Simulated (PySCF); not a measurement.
**Adding and removing an electron: GeH**

UHF; basis Ge def2-TZVPPD, H def2-TZVPPD; no relativity; PySCF 2.14. Neutral (UHF): doublet (π ↑), Re = 1.589 Å, ωe = 1991 cm⁻¹, De = 2.00 eV, HOMO -7.80 eV, LUMO 0.05 eV.

GeH⁺ (RHF): singlet (closed shell), Re = 1.571 Å, ωe = 2135 cm⁻¹, De = 2.16 eV to Ge⁺ + H. The energies at the minima are -2075.89457 hartree for GeH and -2075.62730 for GeH⁺.

(1) Work out the adiabatic ionisation energy, without and with harmonic zero-point energies (1 hartree = 27.2114 eV, 1 eV = 8065.5 cm⁻¹), and the change of the bond length.

GeH⁻ (UHF): triplet (π ↑↑), Re = 1.628 Å, ωe = 1740 cm⁻¹. The energies at the minima are -2075.89457 hartree for GeH and -2075.91381 for GeH⁻.

(2) Work out the adiabatic electron affinity, without and with harmonic zero-point energies (1 hartree = 27.2114 eV, 1 eV = 8065.5 cm⁻¹), and the change of the bond length.

Spin–orbit coupling is left out. For an ion De counts to the pair picked by the measured ionisation energies or electron affinities, which need not be the lowest pair at this level. Where the molecule has an RHF reference, its open-shell atoms are computed with UHF. Hartree–Fock leaves out correlation, which carries a large part of most bond energies and some tenths to 1 eV of ionisation energies. States were picked by a PBE0 search and need not be the measured ground states.

Neutral and ion stand on different kinds of reference determinant, which adds to the error of the difference.

Answers

(1) At HF: 0.26727 hartree = 7.273 eV between the minima; the zero-point term (2135.0 − 1991.0)/2 cm⁻¹ = +0.009 eV makes it 7.282 eV. Re changes by -1.8 pm against the neutral. The electron leaves a π orbital, which is non-bonding in a hydride.

(2) At UHF: 0.01924 hartree = 0.524 eV between the minima; the zero-point term (1991.0 − 1740.0)/2 cm⁻¹ = +0.016 eV makes it 0.539 eV. Re changes by +3.9 pm against the neutral. The electron enters a π orbital, which is non-bonding in a hydride.
